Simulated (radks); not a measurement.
Results of a calculation; reference values are marked as such.
All-electron atom: Rh40+ in [He] 2s2 2p1.

Level of theory: non-relativistic Kohn-Sham, TPSS, spin-polarised, spherical densities, point nucleus; open shells are filled with parallel spins first (spin-orbit coupling, left out, can overturn this in heavy ions); meta-GGA in the generalised Kohn-Sham scheme; relativity is left out, which matters for an element this heavy (a radial shooting solver on a logarithmic mesh with Libxc functionals).

Energy parts (hartree):
total: -2681.22512
kinetic: 2681.07556
electron-nucleus: -5463.72516
Hartree: 143.64376
exchange-correlation: -42.21928

Orbitals (lengths in bohr, moments of r in powers of bohr):
orbital,occ.,eigenvalue (hartree),<r^2>
1s up,1,-947.3564,0.001518
1s down,1,-946.8481,0.001516
2s up,1,-220.5857,0.02247
2s down,1,-219.7473,0.02256
2p up,1,-216.2187,0.01654
2p down,0,-215.0697,0.01665
3s up,0,-94.66689,0.1155
3s down,0,-94.43471,0.1159
3p up,0,-93.21813,0.1032
3p down,0,-92.93741,0.1037

The highest occupied level is 2p up at -5883.6 eV. Spin moment in Bohr magnetons: 1. The electron density at the nucleus is 6.36e+04 e/bohr^3. Summed over all electrons, <r^2> = 0.06461 bohr^2, which gives a Langevin (diamagnetic) susceptibility term of -0.0512 x 10^-6 cm^3/mol. For comparison, the ionisation energy in NIST's Atomic Spectra Database is 6161 eV (semi-empirical). In exact Kohn-Sham theory the highest level is minus the ionisation energy, but local and semilocal functionals leave it too shallow, through self-interaction and a potential that decays too fast; potentials with the right tail come closer. Virial ratio -V/T = 2.00006. The density falls to 0.001 e/bohr^3 at r = 0.47 bohr.
